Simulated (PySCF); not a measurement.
AlH2F, SMILES [F][AlH2]. Coordinates come from a TPSSh-D3(BJ)/def2-TZVP optimisation.

Computed equilibrium geometry at TPSSh-D3(BJ)/def2-TZVP (PySCF confirms it by a frequency run) as a Z-matrix, and its point group:
point group C2v.
```
Al
F 1 1.6568
H 1 1.5733 2 117.06
H 1 1.5733 3 125.89 2 180.00
```
Charge 0, spin multiplicity 1.
